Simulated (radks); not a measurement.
The numbers below are computed, except where a source is named.
Nd2.25+, configuration [Xe] 4f3.75 (fractional occupations, a model configuration). Code: a radial shooting solver on a logarithmic mesh with Libxc functionals. Model: scalar-relativistic Kohn-Sham, r2SCAN, spin-unpolarised, spherical densities, finite nucleus; meta-GGA in the generalised Kohn-Sham scheme; Fermi nuclear charge, rms radius 4.9123 fm.

Unscreened Slater integrals over Kohn-Sham orbitals (eV).

integral    value
F0(4f,4f)  24.432
F2(4f,4f)  11.220
F4(4f,4f)  6.9633
F6(4f,4f)  4.9884
F0(4f,5p)  16.876
F2(4f,5p)  6.2703
G2(4f,5p)  3.7252
G4(4f,5p)  2.7869
F0(4f,5s)  18.742
G3(4f,5s)  4.0788
F0(4f,4d)  28.538
F2(4f,4d)  13.275
F4(4f,4d)  8.3874
G1(4f,4d)  15.619
G3(4f,4d)  9.7048
G5(4f,4d)  6.8341
F0(5p,5p)  14.460
F2(5p,5p)  7.8260
F0(5p,5s)  15.411
G1(5p,5s)  10.360
F0(5p,4d)  18.075
F2(5p,4d)  5.0644
G1(5p,4d)  1.4205
G3(5p,4d)  1.3777
F0(5s,5s)  16.643
F0(5s,4d)  20.385
G2(5s,4d)  2.1795
F0(4d,4d)  34.685
F2(4d,4d)  17.666
F4(4d,4d)  11.816

Derived for the open shells (J is the average intra-shell exchange parameter used in DFT+U). 4f: F4/F2 = 0.621, F6/F2 = 0.445, J = (286 F2 + 195 F4 + 250 F6)/6435 = 0.9035 eV.
